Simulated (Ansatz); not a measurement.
Rb8Cl8 (started as a model of: 1x4x4 RbCl rock-salt block), relaxed as a singlet with RKS PBE-D4/def2-SVP in Ansatz, starting from the GFN1-xTB geometry. Force threshold 0.03 eV/Å.

In the def2 sets Rb takes a core potential; there is no spin–orbit coupling.

Start:

```tsv
atom	x (Å)	y (Å)	z (Å)
Rb1	-2.907	0.805	5.434
Cl2	-0.286	1.692	4.502
Rb3	2.337	2.439	3.278
Cl4	4.860	3.174	2.129
Cl5	-3.732	-0.572	2.998
Rb6	-1.017	0.284	1.893
Cl7	1.595	1.032	0.701
Rb8	4.296	1.891	-0.372
Rb9	-4.294	-1.891	0.372
Cl10	-1.598	-1.030	-0.698
Rb11	1.015	-0.283	-1.894
Cl12	3.737	0.561	-2.994
Cl13	-4.861	-3.173	-2.130
Rb14	-2.340	-2.434	-3.282
Cl15	0.282	-1.682	-4.506
Rb16	2.913	-0.812	-5.432
```

```tsv
step	energy (eV)	largest force component (eV/Å)	SCF passes
1	-105381.0229	0.679	15
2	-105381.7925	0.220	16
3	-105382.0358	0.055	15
4	-105382.0504	0.069	16
5	-105382.0592	0.084	20
6	-105382.0716	0.103	20
7	-105382.0833	0.081	19
8	-105382.0911	0.032	16
9	-105382.1002	0.015	16
10	-105382.1052	0.031	15
11	-105382.1108	0.032	15
12	-105382.1147	0.029	15
13	-105382.1173	0.018	16
14	-105382.1181	0.011	16
```

Force components are those of the run's own axes.

End:

```xyz
16

Rb   -2.864    0.691    5.782
Cl   -0.437    2.120    4.631
Rb    2.608    2.180    3.719
Cl    4.827    3.617    2.183
Cl   -3.638   -0.610    3.140
Rb   -1.167    0.913    1.701
Cl    1.947    0.420    1.105
Rb    4.357    1.996   -0.370
Rb   -4.353   -2.003    0.374
Cl   -1.978   -0.388   -1.118
Rb    1.138   -0.869   -1.716
Cl    3.651    0.599   -3.137
Cl   -4.792   -3.650   -2.167
Rb   -2.619   -2.171   -3.726
Cl    0.426   -2.110   -4.634
Rb    2.892   -0.735   -5.767
```

By distances, no bond broke or formed. The bond that changes most is Rb6–Cl10, from 2.96 to 3.21 Å (atoms count from 1).

The force fell under the threshold at step 9, but the optimiser went on and released 0.018 eV more. No frequencies were taken in this run, so the end may be a saddle point.

It took 2 min on 4 threads of Intel Xeon on a shared host, peak host memory 1.2 GiB.
